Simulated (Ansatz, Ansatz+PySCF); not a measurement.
```yaml
atoms:
  - { symbol: B, position_ang: [0.0000, 0.0000, -0.7469] }
  - { symbol: F, position_ang: [0.0000, 0.0000, 0.4150] }
```

Basis set: def2-SVP (spherical functions). Correlated methods keep 2 orbitals frozen. Charge 0, multiplicity 1.

Computed with Ansatz (development build ahead of 0.2.0); each method stands on the lowest determinant of its kind that the runs found. Restricted open shells among the atoms or ions are ROHF, correlated in semicanonical orbitals with singles.

The atomization energy at this shape (free ground-state atoms in the same class of orbitals less the molecule, no zero-point energy) of singlet BF:

```csv
method,atomization energy
RHF-CCSD(T),7.16 eV
RHF-CCSD,7.06 eV
RHF,5.84 eV
UHF,5.66 eV
```

Question: What does RHF-MP2 give?

Answer: 7.53 eV. Caution: the shape is not the minimum.
